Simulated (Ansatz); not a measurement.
An input meant for (MgO)2 ring (Mg2O2) (charge 0, singlet; scaled by 0.92; with a point charge).

```yaml
crystal:
  periodic: [false, false, false]
  atoms:
    - {symbol: Mg, position_ang: [-1.215689, -1.327094, -1.619220]}
    - {symbol: O, position_ang: [2.492939, -0.739318, -1.265780]}
    - {symbol: Mg, position_ang: [1.215685, 1.327131, 1.619201]}
    - {symbol: O, position_ang: [-2.492935, 0.739281, 1.265819]}
basis:
  gaussian: {orbitals: def2-SVP, final_grid: {core_spheres: 5, valence_spheres: 4, degree: 11}, point_charges: [{charge: 2.00, position_ang: [4.947, 0.353, -0.175]}]}
hamiltonian: {xc: {name: PBE-QIDH}}
scf: {omitted_lower_state_checks: [starts]}
output: {forces: true}
```

```sh
$ ansatz run in.yaml --threads 4 --pin off --events-out ev --progress --plain --max-ram 3916MiB
```

Output, abridged:

```
Functional definition: PBE-QIDH
540 factors; integrals over basis functions are off by at most 7.1e-4 eV
mean field evaluation 1: about -14906.4352 eV, gradient 1.0e2 eV
mean field evaluation 2: about -14906.4491 eV, gradient 1.0e2 eV
mean field evaluation 4: about -14907.6385 eV, gradient 9.3e1 eV
mean field evaluation 8: about -14940.7623 eV, gradient 2.8e1 eV
mean field evaluation 16: about -14944.1063 eV, gradient 6.0e-1 eV
mean field evaluation 32: about -14944.1303 eV, gradient 6.2e-2 eV
mean field -14944.13288433 eV, -549.1867540022 hartree, gradient 7.9e-6 eV, S^2 0.000000; 0 other end points of the search recorded, 0 dependent functions left out; unrestricted orbitals would lower it
4 core orbitals not correlated: weight in the atoms' cores, before any rotation towards them, 1.000 or more for the frozen orbitals, at most 0.000 for the correlated occupied ones
reference -14944.13290485 eV, -549.1867547561 hartree; 16, 16 occupied and 44, 44 virtual orbitals, 540 factors
second order -12.32217555 eV of doubles, -0.00000000 eV of singles
Total energy: -14948.24029670 eV, -549.3376986224 hartree
Atom 0 at    -1.215689    -1.327094    -1.619220 Å, force     0.335759     0.370469     0.453797 eV/Å
Atom 1 at     2.492939    -0.739318    -1.265780 Å, force     1.273974     1.295883     1.504066 eV/Å
Atom 2 at     1.215685     1.327131     1.619201 Å, force     0.396825    -0.615642    -0.872112 eV/Å
Atom 3 at    -2.492935     0.739281     1.265819 Å, force     0.654993    -0.248656    -0.405209 eV/Å
Dipole moment:    -3.178579    -0.247597     0.062287 e Å
Checks for a lower state left out: starts
```

Problem. Something in this input is off. What?

Solution. The geometry is stretched to more than twice its size. Self-consistency was reached. The result belongs to that input, not to the species as meant. The restricted singlet is unstable: a solution with broken spin symmetry lies lower.
